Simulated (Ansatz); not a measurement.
Two isomers of C3H8BF: A = `BC(F)CC`, B = `CBC(C)F`.

Program: Ansatz. Geometries: PBE0-D4/def2-TZVP. ΔE: electronic, gas phase. CBS: MP2 limit from def2 TZ/QZ plus the TZ coupled-cluster correction, frozen cores. DFT in def2-TZVPP. B3LYP here is the variant with VWN-RPA as its local correlation; programs differ in this. One conformer a species, not always the lowest.

A:

Z-matrix (Å, degrees):
```
C
F 1 1.398
C 1 1.528 2 108.2
B 1 1.554 2 112.4 3 -129.5
H 1 1.107 2 106.3 3 115.0
C 3 1.519 1 113.6 2 165.2
H 3 1.094 1 106.7 2 43.8
H 3 1.094 1 109.5 2 -70.9
H 4 1.193 1 121.0 2 -1.7
H 4 1.195 1 118.9 2 179.9
H 6 1.091 3 110.5 1 -176.7
H 6 1.093 3 111.2 1 -57.3
H 6 1.091 3 112.1 1 63.2
```

B:

Z-matrix (Å, degrees):
```
C
B 1 1.548
H 1 1.091 2 114.1
H 1 1.092 2 114.2 3 -128.9
H 1 1.103 2 104.9 3 116.0
C 2 1.566 1 123.3 3 -22.5
H 2 1.202 1 121.1 3 160.0
F 6 1.402 2 112.8 1 3.7
C 6 1.519 2 113.7 1 -120.1
H 6 1.103 2 107.3 1 120.1
H 9 1.092 6 110.3 2 -59.3
H 9 1.092 6 110.3 2 -179.3
H 9 1.093 6 111.0 2 60.8
```

Task: Which is lower in electronic energy at CCSD(T)/CBS, and by how much? (Estimate.)

Result: Ansatz gave: B, by 14.1 kcal/mol.

Task: Give E(B) − E(A) in kcal/mol with MP2/def2-TZVPP, PBE0-D4, CCSD/def2-TZVPP, B3LYP, HF/def2-TZVPP, CCSD(T)/def2-TZVPP, B2PLYP. (An estimate is asked.)

Result: Computed: MP2/def2-TZVPP -14.1, PBE0-D4 -15.1, CCSD/def2-TZVPP -13.8, B3LYP -15.2, HF/def2-TZVPP -13.2, CCSD(T)/def2-TZVPP -13.9, B2PLYP -14.7. None reverses the order clearly.

Largest T1 diagnostic: 0.011.
